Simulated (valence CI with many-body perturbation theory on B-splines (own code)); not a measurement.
# Questions on Mo XXX

Method: relativistic CI+MBPT: three valence electrons over a frozen Dirac-Fock core [Ne], radial functions for each j: 11 s, 11 p, 10 d, 8 f, 5 g, 2 h, with the one-electron correlation potential Σ1 (screened to all orders), the two-electron term Σ2, the three-electron term Σ3, Breit, model QED; selected single and double excitations, second order for the rest, scaled by the run's own slope (own B-spline code, finite nucleus).

The last digits are not significant, and no measured levels were compared; by estimate large intervals hold to a few tenths of a per cent, small ones and those within an open d or f shell to about a per cent.

Names give the largest LS component (configuration and term), which can be under half, so a name can repeat, a term be missing and a line seem to break the LS rules; names also repeat where a configuration has a term twice.

Rates and lifetimes use the calculated energies. Strong lines usually hold to 10 to 20 %, long lifetimes can be off by a factor of two.

Task: What is the ground level?

Result: 3s²3p ²P°_1/2, composition 98 % 3s²3p ²P°, g = 0.661.

Task: Where does the other parity begin?

Result: At 3s3p² ⁴P_1/2, 66.93 eV.

Task: Name the longest-lived excited levels whose lifetime is computed, and their main decay.

Result: 3s3p3d ⁴F°_9/2 at 215.01 eV lives 22.1 μs, mostly by M1 to 3s3p3d ⁴F°_7/2; 3s²3p ²P°_3/2 at 25.30 eV lives 13.1 μs, mostly by M1 to 3s²3p ²P°_1/2; 3s3p² ⁴P_3/2 at 82.89 eV lives 3.57 ns, mostly by E1 to 3s²3p ²P°_3/2.

Task: How is the term ²P° of the ground level split?

Result: J = 1/2 at 0.00, J = 3/2 at 25.30 eV.

Task: Among levels below 785.32 eV, which E1 lines absorb most strongly from the ground level?

Result: to 3s3p² ²P_3/2 at 9.253 nm, f = 0.285; to 3s3p² ²P_1/2 at 11.22 nm, f = 0.206; to 3s3p² ²D_3/2 at 12.24 nm, f = 0.0960.
